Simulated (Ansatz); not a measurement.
Trimethylantimony, C$_{3}$H$_{9}$Sb. Charge 0, multiplicity 1. Sb takes the def2 core potential. The geometry is a stationary point of PBE0-D4/def2-TZVP.

```xyz
13

C    -0.566   -0.037    1.741
Sb    0.668    0.944    0.268
C     1.527   -0.887   -0.484
C    -0.885    1.032   -1.227
H     0.057   -0.401    2.559
H    -1.093   -0.877    1.286
H    -1.292    0.670    2.143
H     0.741   -1.621   -0.665
H     2.059   -0.688   -1.415
H     2.235   -1.286    0.243
H    -0.454    1.309   -2.189
H    -1.624    1.783   -0.946
H    -1.373    0.060   -1.315
```

Problem. What is the dipole moment at B3LYP/def2-TZVPP? (Best estimate.)

Solution. Ansatz gave: 0.52 D, with components (-0.29, -0.41, -0.12) D in this frame, pointing from negative to positive charge.

Problem. And with PBE, r2SCAN, ωB97M-V? (An estimate is asked.)

Solution. Ansatz gave: PBE 0.61 D, r2SCAN 0.66 D, ωB97M-V 0.56 D.

Problem. Give the Mulliken charges with B3LYP, r2SCAN, ωB97M-V in def2-TZVPP. (An estimate is asked.)

Solution. Computed: 
```
atom  B3LYP  r2SCAN  ωB97M-V
  C1  -0.56   -0.46    -0.60
 Sb2   0.64    0.56     0.55
  C3  -0.56   -0.46    -0.60
  C4  -0.56   -0.46    -0.60
  H5   0.12    0.10     0.14
  H6   0.11    0.08     0.13
  H7   0.12    0.10     0.14
  H8   0.11    0.08     0.13
  H9   0.12    0.10     0.14
 H10   0.12    0.10     0.14
 H11   0.12    0.10     0.14
 H12   0.12    0.10     0.14
 H13   0.11    0.08     0.13
```

B3LYP here is the variant with VWN-RPA as its local correlation; programs differ in this.
